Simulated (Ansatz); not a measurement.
A CCSD(T) single point on H$_{4}$SeSn, SMILES `[SeH][SnH3]`.

```yaml
crystal:
  periodic: [false, false, false]
  atoms:
    - {symbol: Se, position_ang: [1.631421, 1.070752, 0.151236]}
    - {symbol: Sn, position_ang: [-0.286482, -0.567648, -0.080727]}
    - {symbol: H, position_ang: [0.716654, 2.213164, 0.276707]}
    - {symbol: H, position_ang: [0.455808, -2.088519, -0.261198]}
    - {symbol: H, position_ang: [-1.218284, -0.171725, -1.452793]}
    - {symbol: H, position_ang: [-1.256917, -0.520025, 1.320577]}
basis:
  gaussian: {orbitals: def2-TZVPP}
correlation: {method: ccsd_t}
output: {orbitals: {seedname: orbitals}}
```

```sh
$ ansatz run in.yaml --threads 2 --pin off --events-out ev --progress --plain
```

Log, shortened:

```
Functional definition: HF
1085 factors; integrals over basis functions are off by at most 1.1e-3 eV
mean field evaluation 1: about -71171.2380 eV, gradient 1.4e1 eV
mean field evaluation 2: about -71171.3577 eV, gradient 1.4e1 eV
mean field evaluation 4: about -71172.2335 eV, gradient 2.2e0 eV
mean field evaluation 8: about -71172.2514 eV, gradient 1.3e-1 eV
mean field -71172.25152245 eV, -2615.5320011653 hartree, gradient 3.2e-6 eV, S^2 0.000000; 0 other end points of the search recorded, 0 dependent functions left out
13 core orbitals not correlated: weight in the atoms' cores, before any rotation towards them, 1.000 or more for the frozen orbitals, at most 0.000 for the correlated occupied ones
reference -71172.25152245 eV, -2615.5320011653 hartree; 17, 17 occupied and 124, 124 virtual orbitals, 1085 factors
second order -16.68200384 eV of doubles, -0.00000000 eV of singles
cycle   1  -16.65231312 eV  change    3.0e-2 eV  update   9.2e-2
cycle   2  -17.14200278 eV  change   -4.9e-1 eV  update   2.7e-2
cycle   3  -17.18097370 eV  change   -3.9e-2 eV  update   1.2e-2
cycle   4  -17.17171363 eV  change    9.3e-3 eV  update   2.9e-3
cycle   5  -17.17158053 eV  change    1.3e-4 eV  update   1.1e-3
cycle   6  -17.17141288 eV  change    1.7e-4 eV  update   3.1e-4
cycle   7  -17.17130823 eV  change    1.0e-4 eV  update   9.6e-5
cycle   8  -17.17134515 eV  change   -3.7e-5 eV  update   3.3e-5
cycle   9  -17.17135644 eV  change   -1.1e-5 eV  update   1.0e-5
perturbative correction -0.53008300 eV, -0.0194801910 hartree
Total energy: -71189.95296189 eV, -2616.1825170663 hartree
```

It took 14 s on 2 threads of a server CPU on a shared host, with 1.2 GiB of host memory at the peak.

The correlation energy is -17.701 eV, 3.0 % of it from (T); the T1 diagnostic reads 0.0111.
